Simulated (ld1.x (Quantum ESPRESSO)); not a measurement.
Logarithmic derivatives: Tc, PAW

```
Element                 : Tc (Z = 43)
Generator               : ld1.x (Quantum ESPRESSO) 7.5
Type                    : PAW
Functional              : LDA (PZ)
Relativity              : fully relativistic
Frozen core             : [Kr]
Valence charge          : 7
Reference configuration : 4d5 5s2 5p0
Partial waves           : 5s (bound): rcut 2.40, rcutus 3.00 bohr; 5s channel at 1 Ry: rcut 2.40, rcutus 3.00 bohr; 5p (bound, empty): rcut 2.25, rcutus 2.90 bohr; 5p channel at 4.75 Ry: rcut 2.25, rcutus 2.90 bohr; 4d (bound): rcut 2.10, rcutus 2.25 bohr; 4d channel at 4.55 Ry: rcut 2.10, rcutus 2.25 bohr
Local potential         : all-electron potential smoothed inside 2.35 bohr (lloc = -1)
Core correction         : a·sin(br)/r model core inside 2.30 bohr
Augmentation charge     : GAUSS, radius 2.05 bohr
```

Open shells are filled in proportion to 2j + 1 (rel_dist='average').

The phase is arctan(r·u′/u) with u = r·R(r), unwrapped; energies in Ry, scanned from -3 to 5 Ry. A pole is an energy at which the radial function vanishes at the test radius. The pseudo phase is shifted by a multiple of π to meet the all-electron one at the reference energy, and phase errors are pseudo minus all-electron; the curves can meet again beyond the range given. Levels narrower than the energy grid can be missing from the lists of poles.

Q: For each channel, where are the poles, and over which energies does the pseudopotential scatter like the atom?

A:

```csv
channel,radius (bohr),reference energy (Ry),"poles, all-electron","poles, pseudo",unbroken range about the reference energy with phases within 0.05 rad,phase error 1 Ry above the reference energy (rad)
s,3.26,-0.39,0.68,0.68,below 2.8,-0.000
p1/2,3.26,-0.12,1.47,1.44,below 3.8,-0.004
p3/2,3.26,-0.11,1.57,1.54,the whole range,-0.005
d3/2,3.26,-0.51,"-0.38, 3.20","-0.38, 3.24",below 0.8,+0.022
d5/2,3.26,-0.49,"-0.35, 3.23","-0.35, 3.26",below 0.8,+0.021
```

The ghost test of this file was not conclusive.

Phases in the d5/2 channel:

| E (Ry) | all-electron | pseudo |
| --- | --- | --- |
| -3.00 | 1.392 | 1.393 |
| -2.52 | 1.375 | 1.376 |
| -2.04 | 1.351 | 1.352 |
| -1.56 | 1.313 | 1.315 |
| -1.08 | 1.232 | 1.234 |
| -0.60 | 0.242 | 0.251 |
| -0.12 | -1.747 | -1.742 |
| 0.36 | -1.930 | -1.915 |
| 0.84 | -2.262 | -2.204 |
| 1.32 | -3.477 | -3.277 |
| 1.80 | -4.329 | -4.277 |
| 2.28 | -4.552 | -4.534 |
| 2.76 | -4.651 | -4.643 |
| 3.24 | -4.714 | -4.710 |
| 3.72 | -4.765 | -4.763 |
| 4.20 | -4.818 | -4.818 |
| 4.68 | -4.891 | -4.891 |
